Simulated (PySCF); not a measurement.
**How methods differ on the excitation energy of Se⁺**

Se⁺ [Ar] 3d10 4s2 4p3 (4S) → Se⁺ [Ar] 3d10 4s1 4p3 5s1 (6S), as a difference of total energies. Calculation: PySCF 2.14, in aug-cc-pVTZ-PP with ECP10MDF (6s5p4d2f, 55 functions); scalar relativity through the core potential. Correlated levels: valence: 3s2 3p6 3d10 frozen. The calculations carry no spin-orbit coupling.

| method | excitation energy (eV) |
| --- | --- |
| UHF | 18.003 |
| MP2 (valence) | 19.269 |
| SCS-MP2 (valence) | 19.743 |
| CCSD (valence) | 19.443 |
| CCSD(T) (valence) | 19.496 |

Problem. How much does correlation contribute at CCSD(T) (valence)?

Solution. 19.496 − (18.003) = 1.493 eV, measured against UHF.

The promoted electron is Rydberg-like, and one or two diffuse shells describe it only roughly, which tends to raise the upper state.
